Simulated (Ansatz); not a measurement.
One change: `[NH2][In]([SH])[SH]` becomes `[NH2][In]([SH])[O][SiH3]`.

Ansatz, PBE0-D4/def2-TZVP geometries, multiplicity 1. Each molecule was computed in one conformer, which needn't be the lowest.

Elements past krypton have def2 core potentials.

```
                             property  `[NH2][In]([SH])[SH]`
LUMO energy (ωB97M-V/def2-TZVPP) / eV                   0.46
  HOMO energy (B3LYP/def2-TZVPP) / eV                  -7.10
    LUMO energy (PBE/def2-TZVPP) / eV                  -2.20
HOMO–LUMO gap (B3LYP/def2-TZVPP) / eV                   5.45
  LUMO energy (B3LYP/def2-TZVPP) / eV                  -1.65
    HOMO energy (PBE/def2-TZVPP) / eV                  -6.02
```

Give the same properties after the change, and the shifts. (Best estimate.)

Computed: 
| property | `[NH2][In]([SH])[O][SiH3]` | shift |
| --- | --- | --- |
| LUMO energy (ωB97M-V/def2-TZVPP) / eV | 0.20 | -0.26 |
| HOMO energy (B3LYP/def2-TZVPP) / eV | -7.36 | -0.26 |
| LUMO energy (PBE/def2-TZVPP) / eV | -2.49 | -0.29 |
| HOMO–LUMO gap (B3LYP/def2-TZVPP) / eV | 5.45 | 0.00 |
| LUMO energy (B3LYP/def2-TZVPP) / eV | -1.91 | -0.26 |
| HOMO energy (PBE/def2-TZVPP) / eV | -6.29 | -0.27 |

B3LYP here is the variant with VWN-RPA as its local correlation; programs differ in this.
